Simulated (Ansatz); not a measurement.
Cartesian coordinates (Å):
```xyz
15

Cl    -3.5989     1.4559    -0.1008
C     -2.0182     0.7148    -0.0518
C     -1.9242    -0.6958     0.0148
C     -0.6726    -1.3090     0.0548
C      0.5053    -0.5254     0.0291
C      1.8868    -0.9318     0.0607
C      2.7524     0.1326     0.0191
S      1.9407     1.6778    -0.0604
C      0.3729     0.8969    -0.0384
C     -0.8813     1.5297    -0.0793
H     -2.8466    -1.2923     0.0341
H     -0.5996    -2.4058     0.1066
H      2.2149    -1.9788     0.1125
H      3.8493     0.1088     0.0302
H     -0.9808     2.6224    -0.1311
```
Charge 0, spin multiplicity 1.

The numbers are results of Ansatz (an electronic-structure program) with frozen-core CCSD(T)/cc-pVTZ // PBE-D3(BJ)/def2-SVP, not measurements. The restricted HF reference is unstable towards unrestricted orbitals.

* **HF energy**: -1163.01223 Ha
* **MP2 correlation energy**: -1.61625 Ha

### Question
Estimate the CCSD correlation energy, the (T) correction, the total energy and the T1 diagnostic.

### Answer

| Item | Value |
|---|---|
| CCSD correlation energy | -1.64577 Ha |
| (T) correction | -0.09572 Ha |
| CCSD(T) total energy | -1164.75373 Ha |
| T1 diagnostic | 0.012 |
